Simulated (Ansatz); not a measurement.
A nudged elastic band was laid between two geometries of ClH3OSn + H2 (8 atoms, charge 0, multiplicity 1).

The calculation used RKS PBE/def2-SVP (Ansatz 0.2.0).

- movable images: 5
- climbing image: yes
- spring: 5.0 eV/Å²
- optimiser: quadratic models (default)
- start path: through a guess of the saddle point
- force threshold: 0.05 eV/Å
- iteration limit: 60
- end points: relaxed

Initial state:

```xyz
8
Properties=species:S:1:pos:R:3
Sn 0.536 0.068 -0.144
Cl 0.324 0.526 2.187
H 2.099 -0.574 -0.451
H 0.074 1.524 -0.952
O -0.707 -1.443 -0.558
H -1.596 -1.254 -0.197
H -3.239 -0.624 1.618
H -2.528 -0.458 1.861
```

Final state:

```xyz
8
Properties=species:S:1:pos:R:3
Sn -0.170 0.382 -0.338
Cl -1.346 -1.541 2.693
H 1.470 0.334 0.213
H -0.368 1.195 -1.841
O -0.872 -1.466 -0.696
H -0.983 -1.919 0.165
H -1.171 1.114 0.901
H -1.596 -0.333 2.267
```

(1) What changes between the two ends?

(2) What energy profile does the band end with?

(3) What is the geometry of the highest image?

The band took 23 iterations and about 4 core-minutes.

Answers

(1) Bonds broken: Sn1–Cl2, H7–H8. Bonds formed: Sn1–H7, Cl2–H8. ClH3OSn + H2 becomes ClH + H4OSn.

(2) The run converged. The highest image is number 4 of 0 to 6, 35.1 kcal/mol above the first end and 18.7 kcal/mol above the last; the last end lies 16.4 kcal/mol above the first. Neighbouring images differ by up to 1.3 eV, so the band resolves the path poorly. A vibrational analysis at the climbing image gives one clearly imaginary mode, 789i cm⁻¹: a first-order saddle point. The orbitals stay closed-shell, which can raise the energy where a bond breaks towards radicals; this wasn't checked here.

```json
{"image": "0", "path coordinate (Å)": "0.00", "energy (kcal/mol)": "0.0", "Sn1–Cl2 (Å)": "2.39", "H7–H8 (Å)": "0.77", "Sn1–H7 (Å)": "4.22"}
{"image": "1", "path coordinate (Å)": "1.64", "energy (kcal/mol)": "0.3", "Sn1–Cl2 (Å)": "2.38", "H7–H8 (Å)": "0.77", "Sn1–H7 (Å)": "4.00"}
{"image": "2", "path coordinate (Å)": "3.29", "energy (kcal/mol)": "0.4", "Sn1–Cl2 (Å)": "2.38", "H7–H8 (Å)": "0.77", "Sn1–H7 (Å)": "4.05"}
{"image": "3", "path coordinate (Å)": "4.93", "energy (kcal/mol)": "5.4", "Sn1–Cl2 (Å)": "2.40", "H7–H8 (Å)": "0.77", "Sn1–H7 (Å)": "3.07"}
{"image": "4", "path coordinate (Å)": "6.57", "energy (kcal/mol)": "35.1", "Sn1–Cl2 (Å)": "2.81", "H7–H8 (Å)": "0.95", "Sn1–H7 (Å)": "2.02"}
{"image": "5", "path coordinate (Å)": "7.37", "energy (kcal/mol)": "19.3", "Sn1–Cl2 (Å)": "3.32", "H7–H8 (Å)": "1.52", "Sn1–H7 (Å)": "1.78"}
{"image": "6", "path coordinate (Å)": "8.16", "energy (kcal/mol)": "16.4", "Sn1–Cl2 (Å)": "3.78", "H7–H8 (Å)": "2.04", "Sn1–H7 (Å)": "1.75"}
```

(3) 
```xyz
8
Properties=species:S:1:pos:R:3
Sn -0.257 0.035 -0.136
Cl -0.765 -1.112 2.383
H 1.388 0.222 0.334
H -0.804 1.075 -1.413
O -0.996 -1.708 -0.766
H -1.012 -2.286 0.029
H -1.340 1.135 1.166
H -1.250 0.406 1.767
```

The run took 3.7 min on 1 thread of Arm Neoverse V2 (shared host), peak memory 0.12 GiB.
